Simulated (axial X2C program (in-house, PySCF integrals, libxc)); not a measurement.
Testing model relations on HfCl

A bond curve at the LDA level, two-component, was computed with an in-house all-electron X2C program for linear molecules (integrals from PySCF) (basis Hf dyall-cv3z [13s14p9d7f4g], Cl dyall-av3z [9s8p3d2f] (cores contracted in-house)) for the state Ω = 3/2 (⟨Sz⟩ = -0.46, ⟨Lz⟩ = 1.96 at LDA). Its fit gives Re = 2.2473 Å, ωe = 397.5 cm⁻¹, ωexe = 1.21 cm⁻¹ and αe = 4.592e-04 cm⁻¹; the masses are 179.9465 and 34.9689 u. Two-component means X2C with spin–orbit coupling and atomic mean-field Coulomb and Gaunt terms.

Problem. Find the reduced mass, Be and the force constant.

Solution. From the LDA values: μ = 29.2791 u. Be = 16.8576/(μ Re²) = 0.114 cm⁻¹. k = 5.8918×10⁻⁷ μ ωe² = 2.73 mdyn/Å.

Problem. A Morse curve ties αe to the other constants (Pekeris). How well does that hold?

Solution. αe(Morse) = 6Be²/ωe × (√(ωexe/Be) − 1) = 4.429e-04 cm⁻¹; the LDA curve gives 4.592e-04 cm⁻¹, a ratio of 0.96.

Problem. The dipole moment p changes by 3.66 D/Å at Re. What harmonic infrared intensity follows?

Solution. I = 42.256 × (dp/dR)²/μ = 19 km/mol.

Problem. Where do the fundamental and the first overtone lie?

Solution. ν(1←0) = ωe − 2ωexe = 395.1 cm⁻¹; ν(2←0) = 2ωe − 6ωexe = 787.7 cm⁻¹.

Problem. Estimate the centrifugal constant by the Kratzer relation.

Solution. D = 4Be³/ωe² = 3.75e-08 cm⁻¹.

Occupations by symmetry block were frozen at the best pattern of an incomplete PBE0 search. Density functionals use the spin component along the axis (collinear). Other states lie close and PBE0, whose exact exchange favours high spin, may order them wrongly; the determinant shown need not be the ground state. The nearest other 2c determinant of the search, Ω = 5/2, lies 0.38 eV up at the distance of the search. Without a current term, density functionals place determinants with orbital angular momentum somewhat too high.
